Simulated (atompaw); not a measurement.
**Building the PAW (atompaw) potential for Eu (Z = 63) (PBE, scalar-relativistic).**

The input file (atompaw 4.2.0.5):

```
Eu 63
GGA-PBE scalarrelativistic loggrid 2001 logderivrange -5 5 251
6 6 5 4 0 0
6 0 1
6 1 1
5 2 0
4 3 7
0 0 0
c
c
c
c
v
v
c
c
c
v
v
c
c
v
v
3
2.75 2.15 2.55 2.45
n
n
y
0.2
n
y
0.55
n
custom polynom2 7 10 vanderbiltortho sinc
bessel
2.45
2.75
1.75
2.50
2.75
2.75
1.35
1.35
PWSCFOUT
UPFDX 0.0125d0 UPFXMIN -7.d0 UPFZMESH 63.d0
END
```

Command:

```bash
atompaw < Eu.input > Eu.log
```

Resulting log (summary file):

```
Completed calculations for Eu (AE)

 Exchange-correlation type: GGA, Perdew-Burke-Ernzerhof

 Radial integration grid is logarithmic
 r0 =   1.0731559E-04 h =   6.7608823E-03   n =      2001 rmax =   8.0000000E+01

 Scalar relativistic calculation

 AEatom converged in  45 iterations
   nz     =  63.00
   delta  =       1.422010793441E-14

 All Electron Orbital energies:
  n  l      occupancy      energy
  1  0      2.0000000E+00 -3.5553339E+03
  2  0      2.0000000E+00 -5.8390740E+02
  3  0      2.0000000E+00 -1.2856476E+02
  4  0      2.0000000E+00 -2.5599404E+01
  5  0      2.0000000E+00 -3.3829106E+00
  6  0      1.0000000E+00 -3.2013384E-01
  2  1      6.0000000E+00 -5.2021514E+02
  3  1      6.0000000E+00 -1.0874665E+02
  4  1      6.0000000E+00 -1.9081853E+01
  5  1      6.0000000E+00 -1.8463315E+00
  6  1      1.0000000E+00 -1.3129251E-01
  3  2      1.0000000E+01 -8.2266828E+01
  4  2      1.0000000E+01 -1.0005509E+01
  5  2      0.0000000E+00 -1.8672759E-01
  4  3      7.0000000E+00 -2.9621930E-01

 Total energy
   Total                    :   -21687.94307760602896

 ---
 Completed calculations for Eu (SC)

 Exchange-correlation type: GGA, Perdew-Burke-Ernzerhof

 Radial integration grid is logarithmic
 r0 =   1.0731559E-04 h =   6.7608823E-03   n =      2001 rmax =   8.0000000E+01

 Scalar relativistic calculation

 SCatom converged in   4 iterations
   nz     =  63.00
   delta  =       1.490511728349E-14

 Valence Electron Orbital energies:
  n  l      occupancy      energy
   5  0      2.0000000E+00 -3.3829106E+00
   6  0      1.0000000E+00 -3.2013384E-01
   5  1      6.0000000E+00 -1.8463315E+00
   6  1      1.0000000E+00 -1.3129251E-01
   5  2      0.0000000E+00 -1.8672759E-01
   4  3      7.0000000E+00 -2.9621930E-01

 Total energy
   Total                    :   -21687.94307759790900
   Valence                  :     -641.78924125437402

 PAW parameters:
       lmax =            3
         rc =    2.7595557506941684
        irc =         1503
   rc_shape =    2.1633700795424211
    rc_vloc =    2.5617663454677957
    rc_core =    2.4599228096074444
   Vloc: truncated form - Vps(r)=A.sin(qr)/r for r<rc
   Projector type: improved polynomial pseudization + Vanderbilt ortho.
   Sinc^2 compensation charge shape zeroed at   2.1634E+00

 Number of basis functions     8
 No.   n  nodes  l      Energy         Cp coeff         Occ
  1    5    4    0   -0.3382911E+01 -0.6066327E+01  0.2000000E+01
  2    6    5    0   -0.3201338E+00  0.2858972E+02  0.1000000E+01
  3    5    3    1   -0.1846332E+01 -0.2765521E+00  0.6000000E+01
  4    6    4    1   -0.1312925E+00  0.7675295E+02  0.1000000E+01
  5    5    2    2   -0.1867276E+00 -0.6188270E+03  0.0000000E+00
  6  999    3    2    0.2000000E+00 -0.7272566E+02  0.0000000E+00
  7    4    0    3   -0.2962193E+00 -0.2017611E+01  0.7000000E+01
  8  999    1    3    0.5500000E+00 -0.1205048E+02  0.0000000E+00

 Eigenvalues of overlap operator (in the basis of projectors):
    1        3.59287905E-01
    2        5.56232082E-01
    3        1.21795082E+00
    4        4.17090467E+00
    5        9.63474577E+02
    6        1.58934133E+03
    7        1.97028117E+04
    8        2.17210077E+04

 Orbital leakage outside PAW augmentation regions
   orb  is_core?  %out_of_sphere
   1 0    T           0.00
   2 0    T           0.00
   3 0    T           0.00
   4 0    T           0.00
   5 0    F           0.93
   6 0    F          85.33
   2 1    T          -0.00
   3 1    T           0.00
   4 1    T           0.00
   5 1    F           4.35
   6 1    F          95.97
   3 2    T          -0.00
   4 2    T           0.00
   5 2    F          50.91
   4 3    F           1.89

 Summary of PAW energies
   Total valence energy     :   -641.78930100066680
   Smooth energy            :     64.03940125303511
   One center               :   -705.82870225370186
   Smooth kinetic           :     35.32081081790834
   Vloc energy              :     22.98721878994191
   Smooth exch-corr         :    -10.31172561191342
   One-center xc            :   -473.60613603463355
```

The run took about 16 s on one core of a shared server CPU.
